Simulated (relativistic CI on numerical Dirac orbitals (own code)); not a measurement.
## Lu57+: q coefficients and field-shift factors

Calculated at this level of theory: Dirac-Coulomb-Breit CI, separate exchange-only KLI orbitals for each configuration, derivatives by finite differences, unscaled Slater integrals, QED left out (own radial code, finite nucleus).

Configurations in the expansion (outside the closed core [Ne]): 3s²3p², 3s²3p3d, 3s3p³, 3s²3d², 3p⁴, 3s3p²3d, 3p²3d², 3s3p3d². Levels of other configurations are missing.

With x = (α/α₀)² − 1 an excitation energy changes as ω = ω₀ + qx; K = 2q/ω₀ is the relative enhancement. Terms are leading LS components, so labels can repeat. The field-shift factor is F = δν/δ⟨r²⟩ for the transition from the lowest level.

Lowest level 3s²3p² ³P0.

| Level | ω₀ (cm⁻¹) | q (cm⁻¹) | K | F (GHz/fm²) |
| --- | --- | --- | --- | --- |
| 3s²3p² ³P1 | 2287463 | 2.847e+06 | 2.49 | -324 |
| 3s²3p² ¹D2 | 2361172 | 2.845e+06 | 2.41 | -327 |
| 3s3p³ ³P°2 | 3597020 | 3.149e+06 | 1.75 | -5600 |
| 3s3p³ ³D°1 | 3821143 | 3.115e+06 | 1.63 | -4750 |
| 3s²3p3d ³F°2 | 3996273 | 2.918e+06 | 1.46 | -323 |
| 3s²3p3d ³D°1 | 4343219 | 3.015e+06 | 1.39 | -1340 |
| 3s²3p3d ³P°2 | 4682095 | 3.516e+06 | 1.5 | -477 |
| 3s²3p3d ³F°3 | 4690323 | 3.517e+06 | 1.5 | -320 |
| 3s²3p² ³P2 | 4703493 | 5.701e+06 | 2.42 | -705 |
| 3s²3p² ¹S0 | 4862036 | 5.707e+06 | 2.35 | -703 |
| 3s3p²3d ³D1 | 5322627 | 3.245e+06 | 1.22 | -5730 |
| 3s3p²3d ³D2 | 5378815 | 3.257e+06 | 1.21 | -5740 |
| 3s3p³ ³D°2 | 5828025 | 5.928e+06 | 2.03 | -5830 |
| 3s3p²3d ³D3 | 5973501 | 3.826e+06 | 1.28 | -5720 |
| 3s3p³ ³D°3 | 5974293 | 5.958e+06 | 1.99 | -5710 |
| 3s3p³ ³P°0 | 6060714 | 5.948e+06 | 1.96 | -5390 |
| 3s3p²3d ³F2 | 6083298 | 3.84e+06 | 1.26 | -5800 |
| 3s3p³ ³P°1 | 6187391 | 5.973e+06 | 1.93 | -5220 |
| 3s3p³ ¹D°2 | 6194005 | 5.92e+06 | 1.91 | -4480 |
| 3s3p³ ³S°1 | 6279474 | 5.975e+06 | 1.9 | -5940 |
| 3s²3p3d ³F°3 | 6585848 | 5.788e+06 | 1.76 | -792 |
| 3s²3p3d ³P°1 | 6617781 | 5.848e+06 | 1.77 | -1540 |
| 3s²3p3d ³D°2 | 6619869 | 5.873e+06 | 1.77 | -2310 |

At this charge energies of transitions that change n are usually good to better than 1 %, and those within a shell (Δn = 0) to a few per cent.
